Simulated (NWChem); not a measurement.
SiHOBr, singlet; SMILES O[Si]Br

```xyz
4

Si     0.6097     1.1670     0.0000
Br     0.0214    -1.0357     0.0000
O     -0.9319     1.8523     0.0000
H     -0.9035     2.8296     0.0000
```
Atoms are numbered in this order, from 1.

All runs: NWChem. Low-valent species are run as closed-shell singlets; no triplet was tried in these runs. Geometry: optimised at PBE-D3(BJ)/def2-SVP. Level: PBE/def2-SVP with SMD (1 M gas to 1 M solution), gas-phase geometry. Reactions with the solvent are ignored.

| solvent | dielectric constant | solvation free energy (kcal/mol) | cavity-dispersion-structure term (kcal/mol) | dipole in solution (D) |
|---|---|---|---|---|
| water | 78.4 | -5.7 | 0.3 | 3.48 |
| anisole | 4.22 | -5.2 | -2.7 | 3.13 |
| N,N-dimethylformamide | 37.2 | -5.8 | -2.5 | 3.30 |
| toluene | 2.37 | -4.9 | -3.1 | 2.99 |
| n-hexane | 1.88 | -4.3 | -2.8 | 2.91 |
| chloroform | 4.71 | -6.1 | -2.5 | … |

Q: Some entries are withheld; supply them.

A: 
- chloroform, dipole in solution (D): 3.23
